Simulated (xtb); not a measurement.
Input file for xtb: GFN2-xTB on C2H6 (a complex), monomers drawn apart or pushed together.

```
$ xtb mol.xyz --gfn 2 --sp --chrg 0 --uhf 0
8

C      0.40942645     0.55153586    -0.32883006
C     -0.13505697    -0.61369184    -0.01149816
H      1.48203390     0.70262540    -0.31143485
H     -0.19496967     1.40264911    -0.61852531
H     -1.20767617    -0.76484229    -0.02834837
H      0.46917994    -1.46471260     0.27883128
H     -0.41546216     0.12801045     3.39642144
H     -0.55206310     0.09126543     4.12766726
```

The log:

```
[...]
           -------------------------------------------------
          |                Calculation Setup                |
           -------------------------------------------------



molecular fragmentation (1/2 indicates fragments):
11111122
# atoms in fragment 1/2:     6     2
 fragment masses (1/2) :       28.05        2.02
CMA distance (Bohr)    :   7.527
constraining FC (au)   :  0.0500

           -------------------------------------------------
          |                 G F N 2 - x T B                 |
           -------------------------------------------------

        Reference                      10.1021/acs.jctc.8b01176
      * Hamiltonian:
        H0-scaling (s, p, d)           1.850000    2.230000    2.230000
        zeta-weighting                 0.500000
      * Dispersion:
        s8                             2.700000
        a1                             0.520000
        a2                             5.000000
        s9                             5.000000
      * Repulsion:
        kExp                           1.500000    1.000000
        rExp                           1.000000
      * Coulomb:
        alpha                          2.000000
        third order                    shell-resolved
        anisotropic                    true
        a3                             3.000000
        a5                             4.000000
        cn-shift                       1.200000
        cn-exp                         4.000000
        max-rad                        5.000000


          ...................................................
          :                      SETUP                      :
          :.................................................:
          :  # basis functions                  14          :
          :  # atomic orbitals                  14          :
          :  # shells                           10          :
          :  # electrons                        14          :
          :  max. iterations                   250          :
          :  Hamiltonian                  GFN2-xTB          :
          :  restarted?                      false          :
          :  GBSA solvation                  false          :
          :  PC potential                    false          :
          :  electronic temp.          300.0000000     K    :
          :  accuracy                    1.0000000          :
          :  -> integral cutoff          0.2500000E+02      :
          :  -> integral neglect         0.1000000E-07      :
          :  -> SCF convergence          0.1000000E-05 Eh   :
          :  -> wf. convergence          0.1000000E-03 e    :
          :  Broyden damping             0.4000000          :
          :  net charge                          0          :
          :  unpaired electrons                  0          :
          ...................................................

 iter      E             dE          RMSdq      gap      omega  full diag
   1     -7.3949070 -0.739491E+01  0.478E+00    5.62       0.0  T
   2     -7.4132126 -0.183056E-01  0.283E+00    5.61       1.0  T
   3     -7.4137307 -0.518075E-03  0.768E-01    5.59       1.0  T
   4     -7.4139411 -0.210457E-03  0.650E-02    5.58       1.0  T
   5     -7.4139358  0.529464E-05  0.361E-02    5.58       1.0  T
   6     -7.4139419 -0.609828E-05  0.798E-03    5.58       4.4  T
   7     -7.4139422 -0.308119E-06  0.903E-04    5.58      39.1  T
   8     -7.4139422 -0.638473E-09  0.181E-04    5.58     195.1  T

   *** convergence criteria satisfied after 8 iterations ***

         #    Occupation            Energy/Eh            Energy/eV
      -------------------------------------------------------------
         1        2.0000           -0.6089105             -16.5693
         2        2.0000           -0.5489599             -14.9380
         3        2.0000           -0.5060361             -13.7699
         4        2.0000           -0.4711643             -12.8210
         5        2.0000           -0.4686278             -12.7520
         6        2.0000           -0.4323440             -11.7647
         7        2.0000           -0.4150433             -11.2939 (HOMO)
         8                         -0.2100034              -5.7145 (LUMO)
         9                          0.1310577               3.5663
        10                          0.1531196               4.1666
        11                          0.1794732               4.8837
        12                          0.1920304               5.2254
       ...                                ...                  ...
        14                          0.5792858              15.7632
      -------------------------------------------------------------
                  HL-Gap            0.2050399 Eh            5.5794 eV
             Fermi-level           -0.3125234 Eh           -8.5042 eV

 SCC (total)                   0 d,  0 h,  0 min,  0.002 sec
 SCC setup                      ...        0 min,  0.000 sec (  5.115%)
 Dispersion                     ...        0 min,  0.000 sec (  2.306%)
 classical contributions        ...        0 min,  0.000 sec (  1.073%)
 integral evaluation            ...        0 min,  0.000 sec ( 11.818%)
 iterations                     ...        0 min,  0.001 sec ( 56.895%)
 molecular gradient             ...        0 min,  0.000 sec ( 17.970%)
 printout                       ...        0 min,  0.000 sec (  4.375%)

         :::::::::::::::::::::::::::::::::::::::::::::::::::::
         ::                     SUMMARY                     ::
         :::::::::::::::::::::::::::::::::::::::::::::::::::::
         :: total energy              -7.253769138277 Eh    ::
         :: gradient norm              0.029004250143 Eh/a0 ::
         :: HOMO-LUMO gap              5.579420293552 eV    ::
         ::.................................................::
         :: SCC energy                -7.413939593065 Eh    ::
         :: -> isotropic ES            0.001240495728 Eh    ::
         :: -> anisotropic ES          0.009662023470 Eh    ::
         :: -> anisotropic XC          0.016601191455 Eh    ::
         :: -> dispersion             -0.001824361916 Eh    ::
         :: repulsion energy           0.160170454789 Eh    ::
         :: add. restraining           0.000000000000 Eh    ::
         :: total charge              -0.000000000000 e     ::
         :::::::::::::::::::::::::::::::::::::::::::::::::::::

           -------------------------------------------------
          |                Property Printout                |
           -------------------------------------------------

    * Orbital Energies and Occupations

         #    Occupation            Energy/Eh            Energy/eV
      -------------------------------------------------------------
         1        2.0000           -0.6089105             -16.5693
         2        2.0000           -0.5489599             -14.9380
         3        2.0000           -0.5060361             -13.7699
         4        2.0000           -0.4711643             -12.8210
         5        2.0000           -0.4686278             -12.7520
         6        2.0000           -0.4323440             -11.7647
         7        2.0000           -0.4150433             -11.2939 (HOMO)
         8                         -0.2100034              -5.7145 (LUMO)
         9                          0.1310577               3.5663
        10                          0.1531196               4.1666
        11                          0.1794732               4.8837
        12                          0.1920304               5.2254
        13                          0.4268731              11.6158
        14                          0.5792858              15.7632
      -------------------------------------------------------------
Note: The following floating-point exceptions are signalling: IEEE_UNDERFLOW_FLAG IEEE_DENORMAL
normal termination of xtb
                  HL-Gap            0.2050399 Eh            5.5794 eV
             Fermi-level           -0.3125234 Eh           -8.5042 eV

     #   Z          covCN         q      C6AA      α(0)
     1   6 C        2.831    -0.076    29.897     8.960
     2   6 C        2.831    -0.076    29.888     8.959
     3   1 H        0.925     0.038     2.473     2.459
     4   1 H        0.925     0.038     2.473     2.459
     5   1 H        0.925     0.038     2.474     2.460
     6   1 H        0.925     0.038     2.474     2.460
     7   1 H        0.894     0.001     3.045     2.730
     8   1 H        0.894    -0.001     3.090     2.751

 Mol. C6AA /au·bohr⁶  :        429.391401
 Mol. C8AA /au·bohr⁸  :       8617.232571
 Mol. α(0) /au        :         33.237875


Wiberg/Mayer (AO) data.
largest (>0.10) Wiberg bond orders for each atom

 ---------------------------------------------------------------------------
     #   Z sym  total        # sym  WBO       # sym  WBO       # sym  WBO
 ---------------------------------------------------------------------------
     1   6 C    3.992 --     2 C    2.036     4 H    0.978     3 H    0.978
     2   6 C    3.992 --     1 C    2.036     5 H    0.978     6 H    0.978
     3   1 H    0.999 --     1 C    0.978
     4   1 H    0.999 --     1 C    0.978
     5   1 H    0.999 --     2 C    0.978
     6   1 H    0.999 --     2 C    0.978
     7   1 H    1.000 --     8 H    1.000
     8   1 H    1.000 --     7 H    1.000
 ---------------------------------------------------------------------------

Topologies differ in total number of bonds
Writing topology from bond orders to xtbtopo.mol

molecular dipole:
                 x           y           z       tot (Debye)
 q only:        0.000       0.000      -0.003
   full:        0.001      -0.001      -0.005       0.013
molecular quadrupole (traceless):
                xx          xy          yy          xz          yz          zz
 q only:        0.213       0.079       0.274       0.026      -0.230      -0.487
  q+dip:        0.755       0.128       0.557      -0.042      -1.024      -1.311
   full:        0.501       0.021       0.318       0.025      -0.531      -0.819


           -------------------------------------------------
          | TOTAL ENERGY               -7.253769138277 Eh   |
          | GRADIENT NORM               0.029004250143 Eh/α |
          | HOMO-LUMO GAP               5.579420293552 eV   |
           -------------------------------------------------

------------------------------------------------------------------------
------------------------------------------------------------------------
 total:
 SCF:
```

The run finished.

Cost: around 0.020 core-seconds (rough).
